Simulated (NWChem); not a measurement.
The numbers come from NWChem runs, not from measurements. System: HFSi, charge 0, spin multiplicity 1, displaced from the optimised geometry. The structure started from a generated list of species. Level: CR-CCSD(T)/cc-pVDZ, 6 core orbitals frozen, spin-restricted.

Part of the output:

```
             Northwest Computational Chemistry Package (NWChem) 7.3.0
             --------------------------------------------------------

                                NWChem Input Module
                                -------------------

 Scaling coordinates for geometry "geometry" by  1.889725989
 (inverse scale =  0.529177249)

                             Geometry "geometry" -> ""
                             -------------------------

 Output coordinates in angstroms (scale by  1.889725989 to convert to a.u.)

  No.       Tag          Charge          X              Y              Z
 ---- ---------------- ---------- -------------- -------------- --------------
    1 Si                  14.0000    -0.45601900     0.40367400     0.00000000
    2 H                    1.0000     0.55367500     1.57542900     0.00000000
    3 F                    9.0000     0.75823000    -0.92365100     0.00000000

 Effective nuclear repulsion energy (a.u.)      43.7532325754

            Nuclear Dipole moment (a.u.)
            ----------------------------
        X                 Y               Z
 ---------------- ---------------- ----------------
     1.8774030854    -2.0522310852     0.0000000000


 Summary of "ao basis" -> "" (spherical)
 ------------------------------------------------------------------------------
       Tag                 Description            Shells   Functions and Types
 ---------------- ------------------------------  ------  ---------------------
 *                          cc-pvdz                   on all atoms

 Summary of "ao basis" -> "ao basis" (spherical)
 ------------------------------------------------------------------------------
       Tag                 Description            Shells   Functions and Types
 ---------------- ------------------------------  ------  ---------------------
 Si                         cc-pvdz                  8       18   4s3p1d
 H                          cc-pvdz                  3        5   2s1p
 F                          cc-pvdz                  6       14   3s2p1d

                                 NWChem SCF Module
                                 -----------------

  ao basis        = "ao basis"
  functions       =    37
  atoms           =     3
  closed shells   =    12
  open shells     =     0
  charge          =   0.00
  wavefunction    = RHF
  use symmetry    = F
  symmetry adapt  = F

 Summary of "ao basis" -> "ao basis" (spherical)
 ------------------------------------------------------------------------------
       Tag                 Description            Shells   Functions and Types
 ---------------- ------------------------------  ------  ---------------------
 Si                         cc-pvdz                  8       18   4s3p1d
 H                          cc-pvdz                  3        5   2s1p
 F                          cc-pvdz                  6       14   3s2p1d

 Forming initial guess at       0.0s

      Superposition of Atomic Density Guess
      -------------------------------------

 Sum of atomic energies:        -388.71841312

      Non-variational initial energy
      ------------------------------

 Total energy =    -388.577328
 1-e energy   =    -627.376791
 2-e energy   =     195.046230
 HOMO         =      -0.241336
 LUMO         =      -0.063989

 Starting SCF solution at       0.3s

 ----------------------------------------------
         Quadratically convergent ROHF

 Convergence threshold     :          1.000E-07
 Maximum no. of iterations :          100
 Final Fock-matrix accuracy:          1.000E-09
 ----------------------------------------------

              iter       energy          gnorm     gmax       time
             ----- ------------------- --------- --------- --------
                 1     -388.8854016454  9.15D-01  3.24D-01      0.3
                 2     -388.9327865551  2.11D-01  5.83D-02      0.3
                 3     -388.9375012939  1.95D-02  5.99D-03      0.3
                 4     -388.9375760132  2.40D-04  6.61D-05      0.3
                 5     -388.9375760233  1.81D-08  7.23D-09      0.3

       Final RHF  results
       ------------------

         Total SCF energy =   -388.937576023303
[...]
              MO Center= -6.2D-01,  4.9D-01,  5.4D-16, r^2= 2.3D+00
   Bfn.  Coefficient  Atom+Function         Bfn.  Coefficient  Atom+Function
  ----- ------------  ---------------      ----- ------------  ---------------
     4      0.474237  1 Si s                  8     -0.345000  1 Si px
     3      0.283829  1 Si s                 19     -0.260452  2 H  s
    20     -0.255285  2 H  s                 11     -0.249352  1 Si px
    27      0.178219  3 F  px                30      0.158983  3 F  px

 Vector   13  Occ=0.000000D+00  E= 9.438596D-03
              MO Center= -4.7D-01,  4.5D-01, -2.0D-15, r^2= 3.0D+00
   Bfn.  Coefficient  Atom+Function         Bfn.  Coefficient  Atom+Function
  ----- ------------  ---------------      ----- ------------  ---------------
    13      0.741325  1 Si pz                10      0.359971  1 Si pz
    32     -0.164805  3 F  pz

 Vector   14  Occ=0.000000D+00  E= 1.165606D-01
              MO Center= -6.2D-01,  3.8D-01, -1.8D-17, r^2= 3.5D+00
   Bfn.  Coefficient  Atom+Function         Bfn.  Coefficient  Atom+Function
  ----- ------------  ---------------      ----- ------------  ---------------
    12      1.011191  1 Si py                20     -0.528574  2 H  s
    26      0.365908  3 F  s                  9      0.216952  1 Si py
    11     -0.202856  1 Si px                 4      0.164554  1 Si s
    30     -0.150081  3 F  px

 Vector   15  Occ=0.000000D+00  E= 1.926696D-01
              MO Center= -2.1D-01,  6.5D-01, -4.9D-16, r^2= 4.2D+00
   Bfn.  Coefficient  Atom+Function         Bfn.  Coefficient  Atom+Function
  ----- ------------  ---------------      ----- ------------  ---------------
    20      1.684118  2 H  s                 11     -1.159925  1 Si px
     4     -1.072815  1 Si s                 12     -0.699828  1 Si py
     3     -0.251219  1 Si s                 26      0.241629  3 F  s
    31      0.168398  3 F  py                 8     -0.158821  1 Si px

 center of mass
 --------------
 x =   0.08684578 y =  -0.18378426 z =   0.00000000

 moments of inertia (a.u.)
 ------------------
          81.472390503923          62.000293603758           0.000000000000
          62.000293603758          60.522150841558           0.000000000000
           0.000000000000           0.000000000000         141.994541345482

  Mulliken analysis of the total density
  --------------------------------------

    Atom       Charge   Shell Charges
 -----------   ------   -------------------------------------------------------
    1 Si  14    13.33   2.00  2.01  0.96  0.77  6.00  0.89  0.52  0.18
    2 H    1     1.15   0.72  0.41  0.01
    3 F    9     9.52   2.00  0.89  1.06  3.29  2.28  0.00

       Multipole analysis of the density wrt the origin
       ------------------------------------------------

     L   x y z        total         open         nuclear
     -   - - -        -----         ----         -------
     0   0 0 0     -0.000000      0.000000     24.000000

     1   1 0 0     -0.558484      0.000000      1.877403
     1   0 1 0      0.772111      0.000000     -2.052231
     1   0 0 1     -0.000000      0.000000      0.000000

     2   2 0 0    -16.237030      0.000000     29.968790
     2   1 1 0      0.386204      0.000000    -28.596889
     2   1 0 1      0.000000      0.000000      0.000000
     2   0 2 0    -15.064457      0.000000     44.429378
     2   0 1 1     -0.000000      0.000000      0.000000
     2   0 0 2    -11.494175      0.000000      0.000000

                   NWChem Extensible Many-Electron Theory Module
                   ---------------------------------------------


            General Information
            -------------------
      Number of processors :     1
         Wavefunction type : Restricted Hartree-Fock
          No. of electrons :    24
           Alpha electrons :    12
            Beta electrons :    12
           No. of orbitals :    74
            Alpha orbitals :    37
             Beta orbitals :    37
        Alpha frozen cores :     6
         Beta frozen cores :     6
     Alpha frozen virtuals :     0
      Beta frozen virtuals :     0
         Spin multiplicity : singlet
    Number of AO functions :    37
       Number of AO shells :    17
        Use of symmetry is : off
      Symmetry adaption is : off
         Schwarz screening : 0.10D-09

          Correlation Information
          -----------------------
          Calculation type : Coupled-cluster singles & doubles w/ perturbation
   Perturbative correction : Completely renormalized (T)
            Max iterations :      100
        Residual threshold : 0.10D-05
     T(0) DIIS level shift : 0.00D+00
     L(0) DIIS level shift : 0.00D+00
     T(1) DIIS level shift : 0.00D+00
     L(1) DIIS level shift : 0.00D+00
     T(R) DIIS level shift : 0.00D+00
     T(I) DIIS level shift : 0.00D+00
   CC-T/L Amplitude update :  5-th order DIIS
                I/O scheme : Global Array Library
        L-threshold :  0.10D-05
        EOM-threshold :  0.10D-05
 no EOMCCSD initial starts read in
 TCE RESTART OPTIONS
 SLICE:      F
 D4D5:       F
 quantumc:   F
 qrotation:  F
 pwtce:      F
 qducc:      F
 nacto:                         0
 nrotv:                         0
 nrot:                          0

            Memory Information
            ------------------
          Available GA space size is     249035431 doubles
          Available MA space size is     104854108 doubles

 Maximum block size supplied by input
 Maximum block size        24 doubles

 tile_dim =     13

 -------------------------------------------------

 Global array virtual files algorithm will be used

 Parallel file system coherency ......... OK

 4-electron integrals stored in orbital form

 v2    file size   =           257611
 4-index algorithm nr.  13 is used
 imaxsize =       30
 imaxsize ichop =        0


CCSD iterations
 ---------------------------------------------------------
 Iter          Residuum       Correlation     Cpu    Wall
 ---------------------------------------------------------
    1   0.1366668006435  -0.2725528932670     0.0     0.0
    2   0.0407542770774  -0.2835390072786     0.0     0.0
    3   0.0158809474628  -0.2907433136576     0.0     0.0
    4   0.0080737486598  -0.2923324155013     0.0     0.0
    5   0.0038242394142  -0.2933128787066     0.0     0.0
    6   0.0014190676503  -0.2938273308415     0.0     0.0
    7   0.0008444005598  -0.2939176103844     0.0     0.0
    8   0.0004351482324  -0.2939395142310     0.0     0.0
    9   0.0003079748238  -0.2939443300477     0.0     0.0
   10   0.0001694010801  -0.2939568102957     0.0     0.0
   11   0.0000385060919  -0.2939662959918     0.0     0.0
   12   0.0000189861317  -0.2939682682874     0.0     0.0
   13   0.0000104941741  -0.2939692783022     0.0     0.0
   14   0.0000067290867  -0.2939690983685     0.0     0.0
   15   0.0000040224517  -0.2939692675560     0.0     0.0
   16   0.0000011471271  -0.2939691661857     0.0     0.0
   17   0.0000006795452  -0.2939692268080     0.0     0.0
 -----------------------------------------------------------------
 Iterations converged
 CCSD correlation energy / hartree =        -0.293969226808034
 CCSD total energy / hartree       =      -389.231545250111481

 Singles contributions

 Doubles contributions
 CR-CCSD(T)

 CR-CCSD[T]  correction energy / hartree =        -0.006061543416082
 CR-CCSD[T] correlation energy / hartree =        -0.300030770224115
 CR-CCSD[T] total energy / hartree       =      -389.237606793527561
 CR-CCSD(T)  correction energy / hartree =        -0.005092915048251
 CR-CCSD(T) correlation energy / hartree =        -0.299062141856285
 CR-CCSD(T) total energy / hartree       =      -389.236638165159718

 Task  times  cpu:        2.2s     wall:        2.2s

 Total times  cpu:        2.3s     wall:        2.3s
```

Task: Write an NWChem input that would produce this output.

Result: This is not unique; one that fits is 
```
start mol
memory heap 100 mb stack 700 mb global 1900 mb
geometry units angstroms nocenter noautoz noautosym
  Si    -0.456019     0.403674     0.000000
  H      0.553675     1.575429     0.000000
  F      0.758230    -0.923651     0.000000
end
basis spherical
  * library cc-pvdz
end
scf
  rhf
  nopen 0
  maxiter 100
  thresh 1e-7
  semidirect memsize 60000000 filesize 0
end
tce
  freeze core 6
  cr-ccsd(t)
  2eorb
  2emet 13
  thresh 1e-6
  maxiter 100
  tilesize 24
end
task tce energy
```
